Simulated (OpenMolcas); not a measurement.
## Os6+ in a point-charge field

Os6+ among 3 point charges of -1 e arranged as a planar triangle (D3h), 2.06 Å from the ion.

```yaml
Program: OpenMolcas 26.06
Method: CASSCF
Basis: ANO-RCC-VTZP [8s7p5d3f2g1h]
Scalar_Hamiltonian: DKH2, point nucleus
Active_space: 2 electrons in 5 orbitals (5d)
State_averaging: 2S+1 = 3 even, 10 roots; 2S+1 = 1 even, 15 roots
Spin-orbit_coupling: RASSI with atomic mean-field integrals over the reference wave functions
```

The lowest spin-free states (labels of D3, the rotations of D3h), above the lowest:

```json
{"State": "3A2", "Degeneracy": "1", "E (cm-1)": "0.0", "Free-ion L (%)": "F (96)"}
{"State": "3E", "Degeneracy": "2", "E (cm-1)": "962.6", "Free-ion L (%)": "F (94)"}
{"State": "3E", "Degeneracy": "2", "E (cm-1)": "3569", "Free-ion L (%)": "F (100)"}
{"State": "3A2", "Degeneracy": "1", "E (cm-1)": "4438", "Free-ion L (%)": "F (100)"}
{"State": "3A1", "Degeneracy": "1", "E (cm-1)": "4447", "Free-ion L (%)": "F (100)"}
{"State": "1E", "Degeneracy": "2", "E (cm-1)": "12451", "Free-ion L (%)": "D (92)"}
{"State": "1E", "Degeneracy": "2", "E (cm-1)": "14792", "Free-ion L (%)": "D (65)"}
{"State": "3E", "Degeneracy": "2", "E (cm-1)": "15097", "Free-ion L (%)": "P (94)"}
{"State": "1A1", "Degeneracy": "1", "E (cm-1)": "15166", "Free-ion L (%)": "G (51)"}
{"State": "1A1", "Degeneracy": "1", "E (cm-1)": "18347", "Free-ion L (%)": "D (49)"}
{"State": "1E", "Degeneracy": "2", "E (cm-1)": "18864", "Free-ion L (%)": "G (65)"}
{"State": "1E", "Degeneracy": "2", "E (cm-1)": "20189", "Free-ion L (%)": "G (92)"}
{"State": "3A2", "Degeneracy": "1", "E (cm-1)": "23000", "Free-ion L (%)": "P (96)"}
{"State": "1A2", "Degeneracy": "1", "E (cm-1)": "23340", "Free-ion L (%)": "G (100)"}
{"State": "1A1", "Degeneracy": "1", "E (cm-1)": "23353", "Free-ion L (%)": "G (100)"}
{"State": "1E", "Degeneracy": "2", "E (cm-1)": "29227", "Free-ion L (%)": "G (100)"}
{"State": "1A1", "Degeneracy": "1", "E (cm-1)": "51260", "Free-ion L (%)": "S (97)"}
```

The lowest levels with spin-orbit coupling:

```tsv
E (cm-1)	Degeneracy	Label	2S+1	g
0.0	1	A1	3	
1197	2	E	3	0.00 0.00 1.80
2324	2	E	3 (86 %)	0.00 0.00 3.11
10097	1	A2	3	
10801	2	E	3	0.00 0.00 2.04
11824	2	E	3	0.00 0.00 4.37
13418	1	A1	3	
13424	1	A2	3	
16602	1	A1	3 (82 %)	
17157	2	E	3 (80 %)	0.00 0.00 2.18
18745	2	E	3 (79 %)	0.00 0.00 4.53
19694	1	A1	3 (89 %)	
21262	1	A1	3 (88 %)	
21262	1	A2	3 (88 %)	
22411	2	E	3	0.00 0.00 9.86
22876	2	E	3 (60 %)	0.00 0.00 4.76
23323	2	E	3 (71 %)	0.00 0.00 1.94
24201	1	A2	3	
26733	1	A1	1 (56 %)	
29240	2	E	3 (64 %)	0.00 0.00 2.77
```

Powder χT (cm3 K/mol): 0 at 2 K, 0.00362 at 10 K, 0.0181 at 50 K, 0.0362 at 100 K, 0.0724 at 200 K, 0.108 at 300 K. The effective moment at 300 K is 2.828 √(χT) = 0.93 μB.

The lowest level has 2S+1 = 3, for which the spin-only value is χT = S(S+1) / 2 = 1.000 cm3 K/mol (g = 2). The computed 0.108 at 300 K differs by -0.892, through orbital momentum, spin-orbit coupling and any other state in reach.

Spin-orbit coupling mixes the spin-free states strongly: the lowest level takes only 53 % from its leading state, 3E, which lies 963 cm-1 above the lowest spin-free state. Without dynamic correlation the repulsion within the d shell is too large (B by tens of per cent), so at a given field states of lower spin stand too high. The ground term spreads over less than 5000 cm-1, several times less than with real ligands, so orbital moments are less quenched and χT lies further from the spin-only value than at real sites. Point charges carry no covalency, so the field is a model and not that of real ligands. No measured value stands beside these numbers.

With an even number of electrons the g values are those of a degenerate or nearly degenerate non-Kramers pair.
